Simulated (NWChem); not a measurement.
System: CH₆SSiTe; SMILES CS[Te][SiH3]

The following NWChem deck was run.

```
start job
memory heap 200 mb stack 900 mb global 1100 mb
geometry units angstroms noautoz
  Te     0.807141    -0.436078    -0.006473
  S     -0.261596     1.660893     0.677163
  C     -0.796921     2.369226    -0.921674
  H      0.064841     2.595099    -1.578103
  H     -1.314883     3.316273    -0.664972
  H     -1.509262     1.701606    -1.444155
  Si    -1.431072    -1.605132     0.053455
  H     -2.393296    -0.877307    -0.844420
  H     -1.974486    -1.633720     1.452998
  H     -1.246915    -3.013034    -0.449903
end
basis spherical
  * library def2-svp
end
ecp
  Te library def2-ecp
end
dft
  xc pw6b95
  iterations 150
  mulliken
end
task dft energy
```

Excerpt of the output:

```
             Northwest Computational Chemistry Package (NWChem) 7.3.0
             --------------------------------------------------------

 C1  symmetry detected

                             Geometry "geometry" -> ""
                             -------------------------

 Output coordinates in angstroms (scale by  1.889725989 to convert to a.u.)

  No.       Tag          Charge          X              Y              Z
 ---- ---------------- ---------- -------------- -------------- --------------
    1 Te                  52.0000     0.71379589    -0.48417051    -0.04001974
    2 S                   16.0000    -0.13586686     1.70507898     0.66148167
    3 C                    6.0000    -0.61836427     2.46800650    -0.92902961
    4 H                    1.0000     0.25342820     2.61059470    -1.59551132
    5 H                    1.0000    -1.03784047     3.46036848    -0.66382027
    6 H                    1.0000    -1.39897309     1.87523821    -1.44420743
    7 Si                  14.0000    -1.62737770    -1.42840742     0.04482665
    8 H                    1.0000    -2.52433667    -0.60666534    -0.83947439
    9 H                    1.0000    -2.15408951    -1.40843986     1.45088946
   10 H                    1.0000    -1.58823156    -2.84582876    -0.46395174

 Effective nuclear repulsion energy (a.u.)     550.1541498973

                                 NWChem DFT Module
                                 -----------------

 Summary of "ao basis" -> "ao basis" (spherical)
 ------------------------------------------------------------------------------
       Tag                 Description            Shells   Functions and Types
 ---------------- ------------------------------  ------  ---------------------
 Te                         def2-svp                10       26   4s4p2d
 S                          def2-svp                 8       18   4s3p1d
 C                          def2-svp                 6       14   3s2p1d
 H                          def2-svp                 3        5   2s1p
 Si                         def2-svp                 8       18   4s3p1d

            General Information
            -------------------
          SCF calculation type: DFT
          Wavefunction type:  closed shell.
          No. of atoms     :    10
          No. of electrons :    66
           Alpha electrons :    33
            Beta electrons :    33
          Charge           :     0
          Spin multiplicity:     1
          Use of symmetry is: off; symmetry adaption is: off
          Maximum number of iterations: 150
          AO basis - number of functions:   106
                     number of shells:    50
          Convergence on energy requested:  1.00D-06
          Convergence on density requested:  1.00D-05
          Convergence on gradient requested:  5.00D-04

              XC Information
              --------------
                       PW6B95 Method XC Functional
                     Hartree-Fock (Exact) Exchange  0.280
                    PW6B95 GGA Exchange Functional  0.720
                      PW6B95 Correlation Potential  1.000

             Grid Information
             ----------------
          Grid used for XC integration:  medium
          Radial quadrature: Mura-Knowles
          Angular quadrature: Lebedev.
          Tag              B.-S. Rad. Rad. Pts. Rad. Cut. Ang. Pts.
          ---              ---------- --------- --------- ---------
          Te                  1.40      123          11.0       590
          S                   1.00       88          12.0       590
          C                   0.70       49          13.0       434
          H                   0.35       45          14.0       434
          Si                  1.10       88          12.0       590
          Grid pruning is: on
          Number of quadrature shells:   618
          Spatial weights used:  Erf1

      Superposition of Atomic Density Guess
      -------------------------------------

 Sum of atomic energies:       -1037.93006577

      Non-variational initial energy
      ------------------------------

 Total energy =    -994.887023
 1-e energy   =   -2107.483286
 2-e energy   =     792.984760
 HOMO         =      -0.241873
 LUMO         =      -0.045259

     ---------------------------------------------
      Total Density - Mulliken Population Analysis
     ---------------------------------------------

    Atom       Charge   Shell Charges
 -----------   ------   -------------------------------------------------------
    1 Te  24    24.06   1.77  0.27  1.20  0.66  2.88  3.15  2.03  2.03  9.84  0.22
    2 S   16    16.24   2.00  1.99  1.20  0.68  5.94  1.68  2.69  0.05
    3 C    6     6.22   1.99  0.95  0.26  1.92  1.09  0.02
    4 H    1     0.89   0.67  0.19  0.02
    5 H    1     0.88   0.66  0.20  0.02
    6 H    1     0.89   0.67  0.20  0.02
    7 Si  14    13.62   2.00  1.99  1.01  0.30  5.94  1.07  1.21  0.11
    8 H    1     1.06   0.69  0.36  0.01
    9 H    1     1.06   0.69  0.36  0.01
   10 H    1     1.07   0.69  0.37  0.01

   convergence    iter        energy       DeltaE   RMS-Dens  Diis-err
 ---------------- ----- ----------------- --------- --------- ---------
 d= 0,ls=0.0,diis     1   -997.9481478464 -1.32D+03  8.13D-03  2.51D-01
 d= 0,ls=0.0,diis     2   -997.9734196305 -2.53D-02  3.71D-03  9.52D-02
 d= 0,ls=0.0,diis     3   -997.9873648974 -1.39D-02  1.11D-03  1.32D-02
 d= 0,ls=0.0,diis     4   -997.9893303819 -1.97D-03  3.23D-04  1.05D-03
 d= 0,ls=0.0,diis     5   -997.9894773898 -1.47D-04  5.51D-05  2.96D-05
  Resetting Diis
 d= 0,ls=0.0,diis     6   -997.9894816435 -4.25D-06  1.94D-05  2.75D-06
 d= 0,ls=0.0,diis     7   -997.9894820613 -4.18D-07  1.21D-05  2.41D-07
 d= 0,ls=0.0,diis     8   -997.9894820355  2.58D-08  6.85D-06  3.70D-07

         Total DFT energy =     -997.989482035453
      One electron energy =    -2110.566904624758
           Coulomb energy =      868.796570441540
    Exchange-Corr. energy =      -75.830651139038
 Nuclear repulsion energy =      319.611503286803

 Numeric. integr. density =       65.999996653085

                       DFT Final Molecular Orbital Analysis
                       ------------------------------------

 Vector   31  Occ=2.000000D+00  E=-3.159594D-01
              MO Center=  7.0D-02,  6.9D-01,  2.3D-01, r^2= 4.6D+00
   Bfn.  Coefficient  Atom+Function         Bfn.  Coefficient  Atom+Function
  ----- ------------  ---------------      ----- ------------  ---------------
    38      0.296260   2 S  py               11      0.287939   1 Te px
    39      0.266486   2 S  pz               12     -0.246694   1 Te py
    35      0.234618   2 S  py               14      0.218064   1 Te px
    36      0.196481   2 S  pz                3      0.162264   1 Te s
    15     -0.154905   1 Te py               29      0.142407   2 S  s

 Vector   32  Occ=2.000000D+00  E=-2.488828D-01
              MO Center= -1.4D-01,  1.2D+00,  3.9D-01, r^2= 3.5D+00
   Bfn.  Coefficient  Atom+Function         Bfn.  Coefficient  Atom+Function
  ----- ------------  ---------------      ----- ------------  ---------------
    37      0.551933   2 S  px               34      0.384473   2 S  px
    38      0.235876   2 S  py               31      0.215461   2 S  px
    11     -0.199167   1 Te px               35      0.151504   2 S  py
    14     -0.142201   1 Te px               84      0.124647   7 Si px
    81      0.118582   7 Si px               59     -0.117644   4 H  s

 Vector   33  Occ=2.000000D+00  E=-2.390023D-01
              MO Center=  4.6D-01, -3.4D-01, -1.3D-02, r^2= 3.2D+00
   Bfn.  Coefficient  Atom+Function         Bfn.  Coefficient  Atom+Function
  ----- ------------  ---------------      ----- ------------  ---------------
    13      0.549787   1 Te pz               16      0.513088   1 Te pz
    10     -0.215545   1 Te pz                7     -0.168593   1 Te pz
    12     -0.126913   1 Te py               47      0.121542   3 C  s
    15     -0.116405   1 Te py               30     -0.113101   2 S  s
    37      0.113082   2 S  px               93      0.099994   8 H  s

 Vector   34  Occ=0.000000D+00  E=-6.389548D-02
              MO Center=  3.4D-01,  1.5D-01,  1.3D-01, r^2= 4.4D+00
   Bfn.  Coefficient  Atom+Function         Bfn.  Coefficient  Atom+Function
  ----- ------------  ---------------      ----- ------------  ---------------
    15      0.670624   1 Te py               38      0.548839   2 S  py
    12      0.401516   1 Te py               30     -0.331617   2 S  s
    35      0.264694   2 S  py               37     -0.223477   2 S  px
    39      0.223796   2 S  pz                3      0.194684   1 Te s
    16      0.193292   1 Te pz               29     -0.182497   2 S  s

 Vector   35  Occ=0.000000D+00  E=-1.222468D-02
              MO Center= -5.0D-01, -8.7D-01,  3.1D-02, r^2= 5.4D+00
   Bfn.  Coefficient  Atom+Function         Bfn.  Coefficient  Atom+Function
  ----- ------------  ---------------      ----- ------------  ---------------
    14      0.897525   1 Te px               84      0.836789   7 Si px
    77      0.733105   7 Si s                 4     -0.604865   1 Te s
    85      0.419200   7 Si py               76      0.337767   7 Si s
    11      0.327359   1 Te px                3     -0.300000   1 Te s
    81      0.236079   7 Si px               15      0.191392   1 Te py

[...]
```

Level: PW6B95/def2-SVP with def2 effective core potentials on Te. Coordinates come from a PBE-D3(BJ)/def2-SVP optimisation. Not confirmed as a minimum by frequencies. def2 effective core potentials on Te; no spin-orbit coupling.
